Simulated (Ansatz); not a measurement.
One change: `[NH2][Sc]([NH2])[NH2]` becomes `[NH2][Sc]([NH2])[Cl]`.

Ansatz, PBE0-D4/def2-TZVP geometries, multiplicity 1. Each molecule was computed in one conformer, which needn't be the lowest.

Scalar relativity is left out up to krypton.

```tsv
property	`[NH2][Sc]([NH2])[NH2]`
size of the dipole moment (PBE/def2-TZVPP) / D	0.00
HOMO–LUMO gap (PBE0/def2-TZVPP) / eV	5.60
HOMO energy (B3LYP/def2-TZVPP) / eV	-6.43
LUMO energy (PBE0/def2-TZVPP) / eV	-1.04
HOMO–LUMO gap (B3LYP/def2-TZVPP) / eV	5.04
ideal-gas entropy at 298 K and 1 bar (rigid rotor, harmonic PBE0-D4/def2-TZVP) / J/(mol·K)	347
```

Q: What does the change do to each property? (Best estimate.)

A: Computed: 
```tsv
property	`[NH2][Sc]([NH2])[Cl]`	shift
size of the dipole moment (PBE/def2-TZVPP) / D	3.17	3.17
HOMO–LUMO gap (PBE0/def2-TZVPP) / eV	5.68	0.08
HOMO energy (B3LYP/def2-TZVPP) / eV	-7.13	-0.70
LUMO energy (PBE0/def2-TZVPP) / eV	-1.67	-0.63
HOMO–LUMO gap (B3LYP/def2-TZVPP) / eV	5.09	0.05
ideal-gas entropy at 298 K and 1 bar (rigid rotor, harmonic PBE0-D4/def2-TZVP) / J/(mol·K)	350	3
```

With PBE0 the HOMO falls by 0.71 eV and the LUMO falls by 0.63 eV, so the gap widens by about 0.08 eV. PBE moves the HOMO by -0.71 eV and ωB97M-V by -0.70 eV. The zero-point energy changes by -59.3 kJ/mol with -6 modes.

B3LYP here is the variant with VWN-RPA as its local correlation; programs differ in this.
